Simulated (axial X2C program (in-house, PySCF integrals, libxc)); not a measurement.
GdO: from the spin-free to the two-component result

All values were computed with an in-house all-electron X2C program for linear molecules (integrals from PySCF). Spin-free means the one-electron spin-free X2C Hamiltonian; two-component (2c) means X2C with spin–orbit coupling and atomic mean-field two-electron Coulomb and Gaunt terms, so the difference of the two also holds small scalar two-electron terms. Basis: Gd dyall-cv3z [13s13p10d7f3g], O dyall-av3z [7s6p3d2f] (cores contracted in-house); Gaussian nuclei, density fitting, unrestricted open shells. Masses: Gd 157.924 u, O 15.995 u.

Spin-free state: M_S = 4, Λ = 0 (beyond evenly filled blocks: 2 × σα, π+α, π-α, δ+α, δ-α, φ+α, φ-α); fragments Gd + O.

```tsv
level	Re (Å)	ωe (cm⁻¹)	De (eV)	μ (D)
PBE0	1.792	859.1	7.428	-4.34
HF	1.807	862.1	3.868	-4.81
LDA	1.784	852.3	9.482	-4.04
PBE	1.805	823.4	8.374	-4.07
r2SCAN0	1.791	865.7	7.168	-4.43
```

Dipoles are positive if O is the positive end.

Two-component determinant lowest at the distance of the search:

Ω = 4 (⟨Sz⟩ = 3.98, ⟨Lz⟩ = 0.02 at PBE0); fragments Gd + O.

```
  level  Re (Å)  ωe (cm⁻¹)  μ (D)
   PBE0   1.791      860.3  -4.32
     HF   1.806      863.3  -4.79
    LDA   1.782      853.0  -4.01
    PBE   1.804      823.9  -4.04
r2SCAN0   1.790      866.8  -4.41
```

**Question.** From the two tables, how do the constants change at the PBE0 level (2c against spin-free)?

**Answer.** At the PBE0 level Re decreases by 0.001 Å and ωe goes up by 1.2 cm⁻¹.

One determinant describes the state; a PBE0 search over occupations chose it and may have missed a lower one. De is counted from the lowest determinant-based energies of the atoms at the same level, without counterpoise correction. De is not given where an atomic determinant may have missed its ground term or J level, or where the truncated virtual space spoils (T). Density functionals use the spin component along the axis (collinear). PBE0 can misorder states that lie within some tenths of an eV, so this need not be the ground state of the molecule. The nearest other spin-free determinant of the search, M_S = 3, Λ = 0, lies 0.26 eV up at the distance of the search. The functionals have no current-density term, which raises determinants with orbital currents, atoms included. With several unpaired electrons one determinant need not be a pure state. Open-shell Ω = 0 determinants with evenly filled partner blocks cannot be reached by this program, so the Ω shown need not be the lowest component. At some level and bond length an empty orbital lies below a filled one. Some points did not converge and are left out. The determinant is spin-polarised beyond a pure state at some levels (its spin-free form has ⟨S²⟩ too high), which makes Re and μ there less reliable. The stretched end of a curve changes character and is left out.
